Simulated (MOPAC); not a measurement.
A run for MOPAC: PM3 on C2H7Sb (a complex), monomers drawn apart or pushed together.

```
PM3 1SCF PRECISE CHARGE=0 THREADS=1
C2H7Sb

Sb     0.61259536 1    -0.14056545 1     0.64658477 1
H      1.19548628 1     0.48732085 1    -0.84521564 1
H      1.97672594 1     0.46651141 1     1.48444945 1
H     -0.28028033 1     1.28752843 1     0.95197356 1
C     -0.77614030 1     0.55103119 1     7.08363683 1
C     -0.92966140 1    -0.75752412 1     6.93858871 1
H      0.18882763 1     0.99031196 1     7.30495685 1
H     -1.60816872 1     1.23680794 1     6.98021651 1
H     -1.89365895 1    -1.19729620 1     6.71371287 1
H     -0.09710424 1    -1.44319491 1     7.03975241 1
```

Program output:

```
*******************************************************************************
 **                                                                           **
 **                              MOPAC v23.2.5                                **
 **                                                                           **
 *******************************************************************************
 ** MOPAC's Digital Object Identifier: https://doi.org/10.5281/zenodo.6511958 **
 **                                                                           **
 ** Please cite the open-source release paper for use of this MOPAC version:  **
 ** J. E. Moussa and J. J. P. Stewart (2026)                                  **
 ** MOPAC: An open-source semiempirical molecular orbital program             **
 ** J. Open Source Softw., 11(119), 8025, https://doi.org/10.21105/joss.08025 **
 *******************************************************************************

                              PM3 CALCULATION RESULTS

 *******************************************************************************
 *  PM3        - The PM3 Hamiltonian to be used
 *
 *
 *
 *                 CHARGE ON SYSTEM = 0
 *
 *
 *
 *  PRECISE    - TIGHTER CRITERIA TO BE USED
 *  1SCF       - DO 1 SCF AND THEN STOP
 *  THREADS=1  - MULTI-THREADING NOT USED
 *  T=         - A TIME OF 172800.0 SECONDS REQUESTED
 *  DUMP=N     - RESTART FILE WRITTEN EVERY 7200.0 SECONDS REQUESTED
 *******************************************************************************
PM3 1SCF PRECISE CHARGE=0 THREADS=1
 C2H7Sb

   ATOM   CHEMICAL          X               Y               Z
  NUMBER   SYMBOL      (ANGSTROMS)     (ANGSTROMS)     (ANGSTROMS)

     1      Sb          0.61259536  *  -0.14056545  *   0.64658477  *
     2       H          1.19548628  *   0.48732085  *  -0.84521564  *
     3       H          1.97672594  *   0.46651141  *   1.48444945  *
     4       H         -0.28028033  *   1.28752843  *   0.95197356  *
     5       C         -0.77614030  *   0.55103119  *   7.08363683  *
     6       C         -0.92966140  *  -0.75752412  *   6.93858871  *
     7       H          0.18882763  *   0.99031196  *   7.30495685  *
     8       H         -1.60816872  *   1.23680794  *   6.98021651  *
     9       H         -1.89365895  *  -1.19729620  *   6.71371287  *
    10       H         -0.09710424  *  -1.44319491  *   7.03975241  *



          CARTESIAN COORDINATES

    NO.       ATOM           X           Y           Z

     1        Sb          0.6126     -0.1406      0.6466
     2         H          1.1955      0.4873     -0.8452
     3         H          1.9767      0.4665      1.4844
     4         H         -0.2803      1.2875      0.9520
     5         C         -0.7761      0.5510      7.0836
     6         C         -0.9297     -0.7575      6.9386
     7         H          0.1888      0.9903      7.3050
     8         H         -1.6082      1.2368      6.9802
     9         H         -1.8937     -1.1973      6.7137
    10         H         -0.0971     -1.4432      7.0398

  H: (PM3): J. J. P. STEWART, J. COMP. CHEM. 10, 209 (1989).
  C: (PM3): J. J. P. STEWART, J. COMP. CHEM. 10, 209 (1989).
 Sb: (PM3): J. J. P. STEWART, J. COMP. CHEM. 12, 320-341 (1991).

           Empirical Formula: C2 H7 Sb  =    10 atoms



      MOLECULAR POINT GROUP   :   C1


      RHF CALCULATION, NO. OF DOUBLY OCCUPIED LEVELS = 10


 -------------------------------------------------------------------------------
 PM3 1SCF PRECISE CHARGE=0 THREADS=1
 C2H7Sb



     1SCF WAS SPECIFIED, SO BFGS WAS NOT USED
     SCF FIELD WAS ACHIEVED


                              PM3 CALCULATION
                                                       MOPAC v23.2.5 Linux




          FINAL HEAT OF FORMATION =         75.06288 KCAL/MOL =     314.06310 KJ/MOL


          COSMO AREA              =        155.88 SQUARE ANGSTROMS
          COSMO VOLUME            =        125.61 CUBIC ANGSTROMS

          IONIZATION POTENTIAL    =         10.618778 EV
          HOMO LUMO ENERGIES (EV) =        -10.619  0.178
          NO. OF FILLED LEVELS    =         10
          MOLECULAR WEIGHT        =        152.8273         POINT GROUP:  C1

          MOLECULAR DIMENSIONS (Angstroms)

            Atom       Atom       Distance
            H     8    H     2     8.34623
            H    10    H     4     3.92160
            H     9    H     7     3.02231


          SCF CALCULATIONS        =          1





   ATOM   CHEMICAL          X               Y               Z
  NUMBER   SYMBOL      (ANGSTROMS)     (ANGSTROMS)     (ANGSTROMS)

     1      Sb          0.61259536  *  -0.14056545  *   0.64658477  *
     2       H          1.19548628  *   0.48732085  *  -0.84521564  *
     3       H          1.97672594  *   0.46651141  *   1.48444945  *
     4       H         -0.28028033  *   1.28752843  *   0.95197356  *
     5       C         -0.77614030  *   0.55103119  *   7.08363683  *
     6       C         -0.92966140  *  -0.75752412  *   6.93858871  *
     7       H          0.18882763  *   0.99031196  *   7.30495685  *
     8       H         -1.60816872  *   1.23680794  *   6.98021651  *
     9       H         -1.89365895  *  -1.19729620  *   6.71371287  *
    10       H         -0.09710424  *  -1.44319491  *   7.03975241  *

                             CARTESIAN COORDINATES

   1   Sb        0.612595360    -0.140565450     0.646584770
   2    H        1.195486280     0.487320850    -0.845215640
   3    H        1.976725940     0.466511410     1.484449450
   4    H       -0.280280330     1.287528430     0.951973560
   5    C       -0.776140300     0.551031190     7.083636830
   6    C       -0.929661400    -0.757524120     6.938588710
   7    H        0.188827630     0.990311960     7.304956850
   8    H       -1.608168720     1.236807940     6.980216510
   9    H       -1.893658950    -1.197296200     6.713712870
  10    H       -0.097104240    -1.443194910     7.039752410


           Empirical Formula: C2 H7 Sb  =    10 atoms



      MOLECULAR POINT GROUP   :   C1


                  EIGENVALUES
 -37.74130 -33.00024 -20.90238 -16.27386 -15.10337 -12.03077 -11.82161 -11.78762
 -10.73672 -10.61878   0.17830   0.21085   0.22869   1.20754   3.65385   3.96863
   4.17979   5.53449   5.69088


              NET ATOMIC CHARGES AND DIPOLE CONTRIBUTIONS

  ATOM NO.   TYPE          CHARGE      No. of ELECS.   s-Pop       p-Pop
    1         Sb           0.336683        4.6633     1.91693     2.74639
    2          H          -0.112203        1.1122     1.11220
    3          H          -0.112288        1.1123     1.11229
    4          H          -0.112192        1.1122     1.11219
    5          C          -0.156402        4.1564     1.18290     2.97350
    6          C          -0.154813        4.1548     1.18293     2.97188
    7          H           0.077643        0.9224     0.92236
    8          H           0.077708        0.9223     0.92229
    9          H           0.078052        0.9219     0.92195
   10          H           0.077812        0.9222     0.92219
 DIPOLE           X         Y         Z       TOTAL
 POINT-CHG.    -0.570    -1.443     0.184     1.563
 HYBRID         0.745     1.895    -0.233     2.049
 SUM            0.175     0.452    -0.049     0.487


          ATOMIC ORBITAL ELECTRON POPULATIONS

     Atom    s        px        py        pz
    1 Sb   1.91693   0.88450   0.99410   0.86779
    2  H   1.11220
    3  H   1.11229
    4  H   1.11219
    5  C   1.18290   1.00537   0.96754   1.00060
    6  C   1.18293   1.00573   0.96725   0.99890
    7  H   0.92236
    8  H   0.92229
    9  H   0.92195
   10  H   0.92219

 **********************
 *                    *
 * JOB ENDED NORMALLY *
 *                    *
 **********************




 == MOPAC DONE ==
```

The run finished.

Cost: around 0.03 core-seconds (rough).
